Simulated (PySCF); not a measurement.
Compound: C8H9F3.
Atom-mapped SMILES: `[F:1][C:2]([F:3])([F:4])[C:5]1=[CH:6][C@@H:7]2[CH2:8][CH2:9][C@H:10]1[CH2:11]2` (hydrogens: H12 on C6; H13 on C7; H14, H15 on C8; H16, H17 on C9; H18 on C10; H19, H20 on C11)

The same species was optimised twice, with GFN2-xTB and with PBE0-D3(BJ)/def2-SVP (PySCF), and the same property calculations (PySCF, gas phase) were run on both structures.

```
     coordinate  GFN2-xTB  PBE0-D3(BJ)/def2-SVP  change
      C5=C6 (Å)     1.331                 1.340  +0.009
      C7–C8 (Å)     1.550                 1.559  +0.009
      C8–C9 (Å)     1.540                 1.548  +0.008
      C2–F3 (Å)     1.342                 1.334  -0.008
      F1–C2 (Å)     1.348                 1.339  -0.009
     C9–C10 (Å)     1.547                 1.555  +0.008
      C6–C7 (Å)     1.504                 1.511  +0.007
      C2–F4 (Å)     1.350                 1.344  -0.006
     C7–C11 (Å)     1.533                 1.537  +0.004
    C10–C11 (Å)     1.532                 1.535  +0.003
     C5–C10 (Å)     1.510                 1.513  +0.003
      C2–C5 (Å)     1.484                 1.484   0.000
   F4–C2–C5 (°)     112.2                 111.0    -1.2
   F3–C2–F4 (°)     106.4                 107.5    +1.1
   C2–C5–C6 (°)     128.7                 127.5    -1.2
   F1–C2–F3 (°)     106.5                 107.5    +1.0
   F1–C2–C5 (°)     112.5                 111.6    -0.9
   F1–C2–F4 (°)     105.6                 106.5    +0.9
  C2–C5–C10 (°)     123.0                 123.8    +0.8
   F3–C2–C5 (°)     113.1                 112.4    -0.7
F1–C2–C5–C6 (°)      -127                  -125      +2
```

Rotational constants: A = 2232, B = 806.3, C = 779.9 MHz (GFN2-xTB) against A = 2216, B = 810.4, C = 783.1 MHz (PBE0-D3(BJ)/def2-SVP). Point groups within 0.08 Å: C1 and C1.

On the GFN2-xTB structure: HOMO (eV) -7.65 [PBE0/pcSseg-1]; LUMO (eV) -0.47 [PBE0/pcSseg-1]; dipole (D) 3.16 [PBE0/pcSseg-1]; GIAO shielding of F1/F3/F4 (mean) (ppm) 253.9 [PBE0/pcSseg-1]; GIAO shielding of C2 (ppm) 54.2 [PBE0/pcSseg-1]; GIAO shielding of C5 (ppm) 40.0 [PBE0/pcSseg-1]; GIAO shielding of C6 (ppm) 38.6 [PBE0/pcSseg-1]; GIAO shielding of C7 (ppm) 141.0 [PBE0/pcSseg-1]; GIAO shielding of C8 (ppm) 159.6 [PBE0/pcSseg-1]; GIAO shielding of C9 (ppm) 159.6 [PBE0/pcSseg-1]; GIAO shielding of C10 (ppm) 141.9 [PBE0/pcSseg-1].

Task: What do these properties become on the PBE0-D3(BJ)/def2-SVP structure?

Result: 
| property | level | on GFN2-xTB | on PBE0-D3(BJ)/def2-SVP | change |
| --- | --- | --- | --- | --- |
| HOMO (eV) | PBE0/pcSseg-1 | -7.65 | -7.58 | +0.07 |
| LUMO (eV) | PBE0/pcSseg-1 | -0.47 | -0.45 | +0.02 |
| dipole (D) | PBE0/pcSseg-1 | 3.16 | 2.94 | -0.22 |
| energy, GFN2-xTB geometry as zero (kcal/mol) | PBE0/pcSseg-1 | 0.0 | -0.5 | -0.5 |
| GIAO shielding of F1/F3/F4 (mean) (ppm) | PBE0/pcSseg-1 | 253.9 | 259.6 | +5.7 |
| GIAO shielding of C2 (ppm) | PBE0/pcSseg-1 | 54.2 | 56.3 | +2.1 |
| GIAO shielding of C5 (ppm) | PBE0/pcSseg-1 | 40.0 | 37.0 | -3.0 |
| GIAO shielding of C6 (ppm) | PBE0/pcSseg-1 | 38.6 | 36.7 | -1.9 |
| GIAO shielding of C7 (ppm) | PBE0/pcSseg-1 | 141.0 | 138.9 | -2.1 |
| GIAO shielding of C8 (ppm) | PBE0/pcSseg-1 | 159.6 | 157.1 | -2.5 |
| GIAO shielding of C9 (ppm) | PBE0/pcSseg-1 | 159.6 | 157.3 | -2.3 |
| GIAO shielding of C10 (ppm) | PBE0/pcSseg-1 | 141.9 | 140.4 | -1.5 |

The heavy atoms differ by 0.035 Å rms after alignment. Among bonds between heavy atoms F1–C2, C2–F3, C5=C6, C7–C8, C8–C9 and C9–C10 change most and about equally (-0.009 to +0.009 Å). Changes are differences of the printed values. Neither structure is proved a minimum here.
